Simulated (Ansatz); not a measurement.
This geometry of C2H3B2F (8 atoms, charge 0, multiplicity 1) is a first-order saddle point.

All numbers below come from RKS r2SCAN/STO-3G (Ansatz).

```xyz
8
Properties=species:S:1:pos:R:3
B -1.022 1.128 -0.245
C 0.068 0.040 -0.108
C 0.367 -1.024 0.733
B 1.288 -0.761 -0.393
F 2.363 -1.051 -1.081
H -1.912 1.175 0.524
H -0.978 1.918 -1.115
H -0.081 -1.482 1.628
```

(1) Which two structures does it join? (They come from a converged band through this point; their orientation in space is the band's.)

(2) How far does it lie above each of them?

Answers

(1) No bond is made or broken. The dihedral H7–B1–C2–B4 goes from -87 to 87°. The two ends are copies of one structure, up to a mirror image or an exchange of like atoms.

Image 0:

```xyz
8
Properties=species:S:1:pos:R:3
B -1.020 1.083 -0.256
C -0.079 -0.024 0.052
C 0.328 -1.190 0.677
B 1.295 -0.623 -0.227
F 2.424 -0.527 -0.878
H -1.751 1.001 -1.172
H -0.966 2.090 0.348
H -0.139 -1.867 1.401
```

Image 10:

```xyz
8
Properties=species:S:1:pos:R:3
B -1.020 1.083 -0.256
C -0.079 -0.023 0.051
C 0.327 -1.189 0.676
B 1.295 -0.624 -0.227
F 2.425 -0.528 -0.878
H -0.966 2.089 0.349
H -1.751 1.000 -1.172
H -0.139 -1.866 1.401
```

(2) 50.4 kJ/mol above the first and 50.4 kJ/mol above the second. This is the barrier of this one path; another mechanism may lie lower. Limits of this set-up: minimal basis.

Run time: 2.9 min on 1 thread of Intel(R) Xeon(R) 6975P-C (Granite Rapids) (shared host), peak memory 0.12 GiB.
